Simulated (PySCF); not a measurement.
Correlation energy of Ca (calcium, neutral)

[Ar] 4s2, closed-shell 1S. All numbers are calculated (PySCF 2.14, scalar relativity by spin-free X2C-1e, in x2c-SVPall). Frozen: [Ar]; 2 electrons correlated.

Total MP2 correlation energy: -17.24 mhartree.

Same-spin part 0.00 and opposite-spin part -17.24 mhartree; SCS-MP2 scales them by 1/3 and 6/5 to -20.69 mhartree.

With two correlated electrons CCSD is exact within the correlated space (frozen core and kept virtual orbitals).

```tsv
level	correlation energy (mhartree)
CCSD	-26.84
```

Diagnostics: T1 = 0.020, D1 = 0.0285, largest double amplitude 0.157.

A double-excitation amplitude exceeds 0.15, a sign of near-degeneracy.

Cost of the coupled-cluster step: 0.06 s of wall time on 1 thread of Neoverse-V1 (shared host), for 2 correlated electrons.

Iterations:

```
CC2 = 0
CCSD nocc = 1, nmo = 15
frozen orbitals [0, 1, 2, 3, 4, 5, 6, 7, 8]
max_cycle = 100
direct = 0
conv_tol = 1e-08
conv_tol_normt = 1e-06
diis_space = 8
diis_start_cycle = 0
Init t2, MP2 energy = -679.537364114696  E_corr(MP2) -0.0172442434109308
Init E_corr(CCSD) = -0.0172442434109328
cycle = 1  E_corr(CCSD) = -0.0230131749071559  dE = -0.0057689315  norm(t1,t2) = 0.0635673
cycle = 2  E_corr(CCSD) = -0.0250793689312477  dE = -0.00206619402  norm(t1,t2) = 0.028317
cycle = 3  E_corr(CCSD) = -0.0267582434753351  dE = -0.00167887454  norm(t1,t2) = 0.0148211
cycle = 4  E_corr(CCSD) = -0.026828192625072  dE = -6.99491497e-05  norm(t1,t2) = 0.00322027
cycle = 5  E_corr(CCSD) = -0.026849197610794  dE = -2.10049857e-05  norm(t1,t2) = 0.000797553
cycle = 6  E_corr(CCSD) = -0.0268342328369152  dE = 1.49647739e-05  norm(t1,t2) = 0.000127672
cycle = 7  E_corr(CCSD) = -0.0268399238990477  dE = -5.69106213e-06  norm(t1,t2) = 3.84803e-05
cycle = 8  E_corr(CCSD) = -0.026839161116528  dE = 7.6278252e-07  norm(t1,t2) = 7.35657e-06
cycle = 9  E_corr(CCSD) = -0.0268391161135159  dE = 4.50030121e-08  norm(t1,t2) = 1.13065e-06
cycle = 10  E_corr(CCSD) = -0.0268390236478391  dE = 9.24656769e-08  norm(t1,t2) = 7.69209e-07
cycle = 11  E_corr(CCSD) = -0.0268390209976231  dE = 2.65021591e-09  norm(t1,t2) = 2.65836e-08
CCSD converged
E(CCSD) = -679.5469588922831  E_corr = -0.02683902099762314
```
